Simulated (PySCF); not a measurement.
# One molecule, several mistakes: GeH5OSi2

All numbers below are calculated, not measured. They come from PySCF 2.14.0, an open-source quantum chemistry program, on an isolated molecule that a program drew, which may never have been made. The molecule is GeH5OSi2 (charge 0, doublet), drawn as the SMILES string `O=[Si]([SiH2])[GeH3]`.

Each row is a Hartree-Fock (HF) and frozen-core CCSD(T) single point in the cc-pV(D+d)Z basis, meant for a local HF minimum. Run 1 is clean. Each other run has one planted mistake out of seven kinds, and not every kind appears here: one electron removed, one electron added, multiplicity raised by two, geometry at a saddle point, minimal basis STO-3G, one bond length entered in bohr, all coordinates scaled. The reference is restricted for singlets and unrestricted otherwise, and also for a bond in bohr. Adding or removing an electron swaps singlet and doublet. Electrons count all cores. HOMO and LUMO are orbital energies over both spins, the gradient is its largest component, and the lowest frequency (negative if imaginary) is given only where the gradient is small. Bond lengths are over the 8 bonds as drawn. T1 is the CCSD diagnostic: over 0.02 (restricted) or 0.045 (unrestricted) a single reference is doubtful. Germanium has the cc-pVDZ-PP basis, with a core potential (ECP10MDF) in place of its 10 inner electrons, and its 3s, 3p and 3d shells are frozen in CCSD(T).

Geometry of the clean run:
```xyz
9
GeH5OSi2, angstrom
O    -2.1625    1.0977    2.7051
Si   -1.6081    0.4101    1.4846
Si    0.4910    0.9541    0.6274
Ge   -2.9018   -1.2054    0.2408
H     1.1019   -0.0817   -0.2351
H     1.4608    1.5383    1.5747
H    -2.2179   -1.5022   -1.0980
H    -2.9889   -2.4971    1.0552
H    -4.3033   -0.6508   -0.0062
```

| run | electrons | basis functions | <S^2> | HOMO (eV) | LUMO (eV) | gradient (hartree/bohr) | lowest frequency (cm^-1) | mean bond (Å) | longest bond (Å) | T1 | HF (hartree) | CCSD(T) (hartree) | mistake |
|---|---|---|---|---|---|---|---|---|---|---|---|---|---|
| 1 | 73 | 108 | 0.777 | -9.13 | -0.11 | 2.7e-06 | 28 | 1.7248 | 2.415 | 0.0228 | -948.97699 | -949.50564 | no fault |
| 2 | 73 | 108 | 1.762 | -8.88 | -0.18 | 1.2e-02 | - | 1.9933 | 4.563 | 0.0254 | -948.90421 | -949.41432 | one bond length entered in bohr |
| 3 | 74 | 108 | 0.000 | -1.84 | 6.15 | 5.4e-02 | - | 1.7248 | 2.415 | 0.0214 | -949.00783 | -949.56704 | one electron added |
| 4 | 73 | 108 | 1.125 | -8.57 | -0.06 | 7.2e-02 | - | 1.8973 | 2.656 | 0.0600 | -948.90625 | -949.45675 | all coordinates scaled |
| 5 | 73 | 108 | 3.780 | -6.17 | 0.05 | 1.4e-01 | - | 1.7248 | 2.415 | 0.0493 | -948.88517 | -949.37577 | ? |
| 6 | 72 | 108 | 0.000 | -15.24 | -7.27 | 5.2e-02 | - | 1.7248 | 2.415 | 0.0366 | -948.67458 | -949.20455 | ? |

**Which mistake was planted in run 5, and what did it cost?**

Electrons, basis and geometry are unchanged, and <S^2> is 3.780, beside S(S+1) = 3.75 for a multiplicity of 4. So the mistake is: multiplicity raised by two. Subtracting run 1 and multiplying by 627.51 kcal/mol a hartree, the energy moved by 57.6 kcal/mol in HF and 81.5 kcal/mol in CCSD(T).

**Which mistake was planted in run 6, and what did it cost?**

It counts 72 electrons, one fewer than the clean run, at the same geometry and basis. So the mistake is: one electron removed. Subtracting run 1 and multiplying by 627.51 kcal/mol a hartree, the energy moved by 189.8 kcal/mol in HF and 188.9 kcal/mol in CCSD(T).

Cautions from the logs. Run 3: T1 is over the limit, so its CCSD(T) energy is less reliable; run 4: T1 is over the limit, so its CCSD(T) energy is less reliable; run 5: T1 is over the limit, so its CCSD(T) energy is less reliable; run 6: T1 is over the limit, so its CCSD(T) energy is less reliable.
